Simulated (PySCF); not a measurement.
## Correlation energy of P³⁺ (phosphorus, charge +3)

[Ne] 3s2, closed-shell 1S. Calculation: PySCF 2.14, in ANO-RCC-VTZP (5s4p2d1f, 34 functions); the spin-free X2C one-electron Hamiltonian (Gaussian nucleus). Frozen: 1s2; 10 electrons correlated.

MP2 pair energies summed by pair of shells (mhartree):

```json
{"pair": "3s-3s", "energy": "-34.81", "share (%)": "66.5"}
{"pair": "2p-2p", "energy": "-8.08", "share (%)": "15.4"}
{"pair": "2p-3s", "energy": "-5.64", "share (%)": "10.8"}
{"pair": "2s-2p", "energy": "-3.07", "share (%)": "5.9"}
{"pair": "2s-3s", "energy": "-0.42", "share (%)": "0.8"}
{"pair": "2s-2s", "energy": "-0.33", "share (%)": "0.6"}
```

Total MP2 correlation energy: -52.34 mhartree.

Same-spin part -5.54 and opposite-spin part -46.80 mhartree; SCS-MP2 scales them by 1/3 and 6/5 to -58.01 mhartree.

MP2 falls well short for the outer s pair, which is nearly degenerate with np².
